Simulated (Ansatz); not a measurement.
Reaction (formal hydrolysis of a C–C bond): `C#C/C=C\[SiH3]` + H₂O → `O/C=C/[SiH3]` + `C#C`

Isolated molecules relaxed with PBE0-D4/def2-TZVP in Ansatz; ΔE leaves out vibrations. CCSD(T)/CBS adds triple-zeta CCSD(T) − MP2 to the extrapolated MP2 energy (def2 sets, frozen cores). This one scheme is used for every species. Double bonds are as drawn, so ΔE can hold a change between cis and trans. Functionals use def2-TZVPP. Each species was taken in one conformer, which may not be the lowest.

| level | ΔE (kcal/mol) |
| --- | --- |
| PBE | 8.8 |
| MP2/def2-QZVPP | 12.3 |

Question: What does CCSD(T)/CBS give? (An estimate is asked.)

Answer: The calculation gave: +10.6 kcal/mol. The listed levels differ from it by -1.8, 1.7 kcal/mol.

Largest T1 diagnostic among the species: 0.013.

The D4 term adds +1.6 kcal/mol with B3LYP and +0.9 kcal/mol with PBE0; it sums over pairs of atoms, weighted by their polarisabilities, and B3LYP, whose exchange is more repulsive, gets the larger term. In def2-TZVPP, CCSD(T) changes the Hartree–Fock value by +3.6 kcal/mol (the triples alone add +0.5 kcal/mol) and MP2 by +5.6 kcal/mol.

B3LYP here is the variant with VWN-RPA as its local correlation; programs differ in this.
